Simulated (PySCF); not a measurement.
C₂H₁₁NSi₃, SMILES C1C[SiH2]N([SiH2]1)[SiH3]. Geometry: PBE0-D3(BJ)/def2-SVP. The structure was generated by enumeration, and PubChem lists no compound with its InChIKey, so it may never have been made. Other conformers were not sampled.

Computed equilibrium geometry at PBE0-D3(BJ)/def2-SVP (PySCF confirms it by a frequency run) as bond lengths and angles (one conformer of several):
Atoms: Si1 N2 Si3 C4 C5 Si6 H7 H8 H9 H10 H11 H12 H13 H14 H15 H16 H17. Bond lengths (Å): Si1–N2 1.746, Si1–H7 1.495, Si1–H8 1.495, Si1–H9 1.497, N2–Si3 1.761, N2–Si6 1.762, Si3–C4 1.890, Si3–H10 1.496, Si3–H11 1.499, C4–C5 1.541, C4–H12 1.102, C4–H13 1.104, C5–Si6 1.891, C5–H14 1.104, C5–H15 1.102, Si6–H16 1.497, Si6–H17 1.498. Bond angles (°): N2–Si1–H7 109.8, N2–Si1–H8 108.9, N2–Si1–H9 112.5, H7–Si1–H8 109.5, H7–Si1–H9 107.9, H8–Si1–H9 108.1, Si1–N2–Si3 125.0, Si1–N2–Si6 123.5, Si3–N2–Si6 111.5, N2–Si3–C4 100.3, N2–Si3–H10 111.3, N2–Si3–H11 111.9, C4–Si3–H10 113.8, C4–Si3–H11 112.2, H10–Si3–H11 107.4, Si3–C4–C5 107.1, Si3–C4–H12 112.9, Si3–C4–H13 107.4, C5–C4–H12 112.4, C5–C4–H13 110.4, H12–C4–H13 106.6, C4–C5–Si6 107.4, C4–C5–H14 110.3, C4–C5–H15 112.5, Si6–C5–H14 107.4, Si6–C5–H15 112.7, H14–C5–H15 106.5, N2–Si6–C5 100.4, N2–Si6–H16 111.9, N2–Si6–H17 111.4, C5–Si6–H16 113.1, C5–Si6–H17 112.7, H16–Si6–H17 107.4.
